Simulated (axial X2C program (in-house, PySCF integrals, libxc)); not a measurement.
# Potential curves of HfO⁺, with spin–orbit coupling

Calculated with an in-house relativistic program for diatomic molecules. Two-component (2c) means X2C with spin–orbit coupling and atomic mean-field two-electron Coulomb and Gaunt terms. Basis: Hf dyall-cv3z [13s14p9d7f4g], O dyall-av3z [7s6p3d2f] (cores contracted in-house); Gaussian nuclei, density fitting, unrestricted open shells. Masses: Hf 179.947 u, O 15.995 u.

State: Ω = 1/2 (⟨Sz⟩ = 0.50, ⟨Lz⟩ = 0.00 at PBE0). Energies in kJ/mol from the lowest point of each curve. Fits are polynomials in 1 − R0/R over 0.85 to 1.23 times the lowest point R0.

| R (Å) | PBE0 |
| --- | --- |
| 1.4660 | 197.29 |
| 1.5333 | 83.35 |
| 1.5839 | 33.30 |
| 1.6344 | 7.18 |
| 1.6850 | 0.00 |
| 1.7440 | 10.28 |
| 1.8030 | 35.70 |
| 1.8788 | 83.97 |
| 1.9714 | 157.74 |
| 2.1063 | 275.37 |

One determinant describes the state; a PBE0 search over occupations chose it and may have missed a lower one. Density functionals use the spin component along the axis (collinear).

**Question.** What are Re and ωe at the PBE0 level?

**Answer.** At PBE0, 2c: Re = 1.682 Å, ωe ≈ 1060 cm⁻¹; Be follows as 0.406 cm⁻¹.
